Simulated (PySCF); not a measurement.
Species: C6H9OP.
Z-matrix (Å and degrees, PBE0-D3(BJ)/def2-SVP geometry), rows numbered from 1:
```
C 
C   1  1.3339
P   2  1.8082  1  118.16
O   3  1.5001  2  113.42  1    -0.47
C   3  1.8080  2  105.33  1  -125.06
C   5  1.3339  3  118.27  2   125.20
C   3  1.8084  2  105.14  1   124.15
C   7  1.3339  3  118.45  2  -124.66
H   1  1.0942  2  121.95  3  -179.90
H   1  1.0955  2  119.70  3     0.10
H   2  1.0963  1  122.09  3   179.86
H   5  1.0964  3  119.69  2   -54.93
H   6  1.0942  5  121.92  3   179.89
H   6  1.0955  5  119.72  3    -0.11
H   7  1.0964  3  119.57  2    55.32
H   8  1.0942  7  121.89  3   179.98
H   8  1.0955  7  119.76  3    -0.00
```

Computed with PySCF at PBE0/def2-SVPD, non-relativistic, on one gas-phase PBE0-D3(BJ)/def2-SVP geometry that isn't relaxed in the solvent. The solvent is an IEF-PCM continuum (cavity from Bondi-type radii × 1.2). The model holds no explicit solvent molecules, cavitation or dispersion.

Gas phase at PBE0/def2-SVPD: HOMO -7.79 eV, LUMO -0.98 eV, dipole 3.57 D.

Question: What does the continuum do to the energy, the frontier levels and the dipole at PBE0/def2-SVPD in chloroform?

Answer: 
```
   solvent      ε  E(solvent) − E(gas) (kcal/mol)  polarisation term (kcal/mol)  distortion of the solute (kcal/mol)  HOMO (eV)  LUMO (eV)  dipole (D)
chloroform  4.711                           -6.43                         -7.49                                 1.06      -7.97      -0.94        4.67
```

The first energy column is the sum of the next two and covers electrostatics alone. The atom shares or the degeneracy of the HOMO differ from the gas phase in chloroform, so that column needn't follow one orbital.

Question: Which radius a makes the point-dipole formula ΔE = −[(ε − 1)/(2ε + 1)]·μ²/a³ give the value in chloroform, with the gas-phase dipole?

Answer: μ = 1.404 au and |ΔE| = 0.01025 Eh give a = 2.16 Å; the farthest nucleus lies 3.74 Å from the centroid of the nuclei, so such a sphere wouldn't even hold the nuclei. The formula assumes a rigid point dipole at the centre of a sphere.

Question: How does the static polarisability (PBE0/def2-SVPD, frozen core, with the continuum's full static response) change?

Answer: 
```
    medium  isotropic (au)  principal values (au)  ⟨r²⟩ of the electrons (bohr²)
       gas            99.9     87.6, 105.9, 106.2                         1168.2
chloroform           124.8    113.0, 130.5, 131.0                         1166.7
```

The isotropic value in chloroform is 1.25 times the gas-phase one; no cavity-field correction is applied. ⟨r²⟩ is taken about the centre of nuclear charge.

On Arm Neoverse V1, one thread, shared host with 32 logical CPUs at a one-minute load of 25, this took 39 s wall and 1.1 GiB of memory at its peak. This is the whole response run at PBE0/def2-SVPD in chloroform, SCF included.
